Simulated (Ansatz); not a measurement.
[MnS4]- (MnS4⁻), 5 atoms. Hardware: 4 threads of Arm Neoverse V1 on a shared host.

The 6-31G sets use Cartesian d functions. Correlated methods freeze 25 core orbitals; core or outer-core shells of Mn are correlated, in sets that lack core-valence functions. In CCSD on the charge 0 doublet the largest single amplitude is 0.62, so its Hartree–Fock determinant may place the open shell otherwise than the density functionals do.

(1) How many basis functions does each of these Ansatz runs have, and roughly what does it cost? CCSD(T)/def2-SVPD, charge 0 doublet at the geometry of the charge -1 singlet, energy, from earlier orbitals; PBE0-D4/def2-TZVPD, charge -1 triplet at the geometry of the charge -1 singlet, energy; BHLYP-D4/def2-TZVPD, charge -1 singlet, energy, from earlier orbitals; r2SCAN-D4/def2-TZVPD, charge -1 triplet at the geometry of the charge -1 singlet, energy, from earlier orbitals; B2PLYP/def2-TZVPD, charge -1 singlet, energy, from earlier orbitals; CCSD(T)/def2-SVPD, charge -1 singlet, energy, from earlier orbitals; B3LYP-D4/6-31G, charge -1 singlet, energy; RPA@PBE/def2-TZVPD, charge -1 singlet, energy, from earlier orbitals; r2SCAN-D4/def2-SVPD, charge -1 singlet, relaxation, 3 steps; r2SCAN-D4/def2-TZVPD, charge -1 singlet, energy, from earlier orbitals; PBE-D4/def2-TZVPD, charge -1 singlet, energy, from earlier orbitals; HSE06-D4/def2-TZVPD, charge -1 singlet, energy, from earlier orbitals.

Results:

(1) Other jobs shared the machine, so times can vary by a factor of up to 3. A dash marks memory too small to be measured apart from the calling script's.

| run | functions | fitting or Cholesky vectors | wall time | peak host memory (GiB) |
| --- | --- | --- | --- | --- |
| B3LYP-D4/6-31G, charge -1 singlet, energy | 81 | 850 | 1.6 s | – |
| PBE-D4/def2-TZVPD, charge -1 singlet, energy, from earlier orbitals | 232 | 1626 | 3.5 s | – |
| HSE06-D4/def2-TZVPD, charge -1 singlet, energy, from earlier orbitals | 232 | 1802 | 7.5 s | 1 |
| RPA@PBE/def2-TZVPD, charge -1 singlet, energy, from earlier orbitals | 232 | 1520 | 8 s | 0.62 |
| r2SCAN-D4/def2-TZVPD, charge -1 singlet, energy, from earlier orbitals | 232 | 1626 | 9 s | – |
| BHLYP-D4/def2-TZVPD, charge -1 singlet, energy, from earlier orbitals | 232 | 1956 | 9 s | 1 |
| r2SCAN-D4/def2-SVPD, charge -1 singlet, relaxation, 3 steps | 142 | 1495 | 9.5 s | – |
| B2PLYP/def2-TZVPD, charge -1 singlet, energy, from earlier orbitals | 232 | 1520 | 10 s | 0.71 |
| r2SCAN-D4/def2-TZVPD, charge -1 triplet at the geometry of the charge -1 singlet, energy, from earlier orbitals | 232 | 1626 | 62 s | 0.98 |
| PBE0-D4/def2-TZVPD, charge -1 triplet at the geometry of the charge -1 singlet, energy | 232 | 1802 | 1.8 min | 1.3 |
| CCSD(T)/def2-SVPD, charge -1 singlet, energy, from earlier orbitals | 142 | 1350 | 2 min | 0.96 |
| CCSD(T)/def2-SVPD, charge 0 doublet at the geometry of the charge -1 singlet, energy, from earlier orbitals | 142 | 1350 | 4.6 min | 2.2 |
